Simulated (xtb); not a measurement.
xtb input (GFN2-xTB):

```bash
xtb mol.xyz --gfn 2 --ohess tight --chrg -1 --uhf 0
```
mol.xyz:
```
10

Si    -2.07640795    -0.49671697     0.12844987
C     -0.32272304    -0.25949456     0.03945968
N      0.57781049    -1.26215594    -0.08449636
C      1.84675737    -0.71990379    -0.13651729
C      2.09935275     0.63327349    -0.10487311
S      0.57762451     1.34677761     0.01467336
H     -2.77628335     0.82055936     0.24612961
H     -2.66896734    -1.19745445    -1.09076978
H     -2.52168406    -1.33125688     1.32825477
H      2.65132241    -1.51281967    -0.22542198
```

End of the output:

```
optimized geometry written to: xtbopt.xyz

           -------------------------------------------------
          | TOTAL ENERGY              -16.494244848933 Eh   |
          | TOTAL ENTHALPY            -16.433490480544 Eh   |
          | TOTAL FREE ENERGY         -16.470793483911 Eh   |
          | GRADIENT NORM               0.000528070469 Eh/α |
          | HOMO-LUMO GAP               2.003248677641 eV   |
           -------------------------------------------------

------------------------------------------------------------------------
------------------------------------------------------------------------
 total:
 SCF:
 ANC optimizer:
 analytical hessian:
```

It need not be the lowest isomer of its formula. Whether it binds its extra electron was not tested at this geometry.
